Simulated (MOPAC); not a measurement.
MOPAC input (PM3):

```
PM3 1SCF CHARGE=1 GEO-OK AUX(PRECISION=9) THREADS=1
H2ISi

Si   -1.75970509 1    0.01797307 1   -0.00365181 1
I     0.55884607 1   -0.00570788 1    0.00115974 1
H    -2.47847676 1    1.29880875 1   -0.00643869 1
H    -2.50449345 1   -1.24791426 1   -0.00390218 1
```

Output:

```
 *******************************************************************************
 **                                                                           **
 **                              MOPAC v23.2.5                                **
 **                                                                           **
 *******************************************************************************
 ** MOPAC's Digital Object Identifier: https://doi.org/10.5281/zenodo.6511958 **
 **                                                                           **
 ** Please cite the open-source release paper for use of this MOPAC version:  **
 ** J. E. Moussa and J. J. P. Stewart (2026)                                  **
 ** MOPAC: An open-source semiempirical molecular orbital program             **
 ** J. Open Source Softw., 11(119), 8025, https://doi.org/10.21105/joss.08025 **
 *******************************************************************************

                              PM3 CALCULATION RESULTS

 *******************************************************************************
 *  PM3        - The PM3 Hamiltonian to be used
 *  GEO-OK     - OVERRIDE INTERATOMIC DISTANCE AND OTHER SAFETY CHECKS
 *
 *
 *
 *                 CHARGE ON SYSTEM = +1
 *
 *
 *
 *  1SCF       - DO 1 SCF AND THEN STOP
 *  AUX        - OUTPUT AUXILIARY INFORMATION
 *******************************************************************************
PM3 1SCF CHARGE=1 GEO-OK AUX(PRECISION=9) THREADS=1
 H2ISi

   ATOM   CHEMICAL          X               Y               Z
  NUMBER   SYMBOL      (ANGSTROMS)     (ANGSTROMS)     (ANGSTROMS)

     1      Si         -1.75970509  *   0.01797307  *  -0.00365181  *
     2       I          0.55884607  *  -0.00570788  *   0.00115974  *
     3       H         -2.47847676  *   1.29880875  *  -0.00643869  *
     4       H         -2.50449345  *  -1.24791426  *  -0.00390218  *

          CARTESIAN COORDINATES

    NO.       ATOM           X           Y           Z

     1        Si         -1.7597      0.0180     -0.0037
     2         I          0.5588     -0.0057      0.0012
     3         H         -2.4785      1.2988     -0.0064
     4         H         -2.5045     -1.2479     -0.0039

  H: (PM3): J. J. P. STEWART, J. COMP. CHEM. 10, 209 (1989).
 Si: (PM3): J. J. P. STEWART, J. COMP. CHEM. 10, 209 (1989).
  I: (PM3): J. J. P. STEWART, J. COMP. CHEM. 10, 209 (1989).

           Empirical Formula: H2 Si I  =     4 atoms

      MOLECULAR POINT GROUP   :   C2v

      RHF CALCULATION, NO. OF DOUBLY OCCUPIED LEVELS = 6

 -------------------------------------------------------------------------------
 PM3 1SCF CHARGE=1 GEO-OK AUX(PRECISION=9) THREADS=1
 H2ISi

     1SCF WAS SPECIFIED, SO BFGS WAS NOT USED
     SCF FIELD WAS ACHIEVED

                              PM3 CALCULATION
                                                       MOPAC v23.2.5 Linux

          FINAL HEAT OF FORMATION =        216.80645 KCAL/MOL =     907.11820 KJ/MOL

          COSMO AREA              =        107.77 SQUARE ANGSTROMS
          COSMO VOLUME            =         97.98 CUBIC ANGSTROMS

          IONIZATION POTENTIAL    =         14.383949 EV
          HOMO LUMO ENERGIES (EV) =        -14.384 -7.539
          NO. OF FILLED LEVELS    =          6
          MOLECULAR WEIGHT        =        157.0058         POINT GROUP:  C2v

          MOLECULAR DIMENSIONS (Angstroms)

            Atom       Atom       Distance
            H     3    I     2     3.30562
            H     4    I     2     2.35029
            H     3   Si     1     0.00000

          SCF CALCULATIONS        =          1

   ATOM   CHEMICAL          X               Y               Z
  NUMBER   SYMBOL      (ANGSTROMS)     (ANGSTROMS)     (ANGSTROMS)

     1      Si         -1.75970509  *   0.01797307  *  -0.00365181  *
     2       I          0.55884607  *  -0.00570788  *   0.00115974  *
     3       H         -2.47847676  *   1.29880875  *  -0.00643869  *
     4       H         -2.50449345  *  -1.24791426  *  -0.00390218  *

                             CARTESIAN COORDINATES

   1   Si       -1.759705090     0.017973070    -0.003651810
   2    I        0.558846070    -0.005707880     0.001159740
   3    H       -2.478476760     1.298808750    -0.006438690
   4    H       -2.504493450    -1.247914260    -0.003902180

           Empirical Formula: H2 Si I  =     4 atoms

      MOLECULAR POINT GROUP   :   C2v

                  EIGENVALUES
 -20.59262 -19.96200 -17.66867 -17.30551 -14.90628 -14.38395  -7.53858  -7.28707
  -4.06615  -2.72828

              NET ATOMIC CHARGES AND DIPOLE CONTRIBUTIONS

  ATOM NO.   TYPE          CHARGE      No. of ELECS.   s-Pop       p-Pop
    1         Si           1.107169        2.8928     1.07951     1.81332
    2          I           0.091105        6.9089     1.96627     4.94262
    3          H          -0.099137        1.0991     1.09914
    4          H          -0.099137        1.0991     1.09914
 DIPOLE           X         Y         Z       TOTAL
 POINT-CHG.    -7.245     0.074    -0.015     7.245
 HYBRID        -0.211     0.002    -0.000     0.211
 SUM           -7.456     0.076    -0.015     7.457

          ATOMIC ORBITAL ELECTRON POPULATIONS

     Atom    s        px        py        pz
    1 Si   1.07951   0.76341   0.83735   0.21256
    2  I   1.96627   1.16824   1.98694   1.78744
    3  H   1.09914
    4  H   1.09914

 **********************
 *                    *
 * JOB ENDED NORMALLY *
 *                    *
 **********************

 == MOPAC DONE ==
```

The dipole moment of an ion depends on the origin.
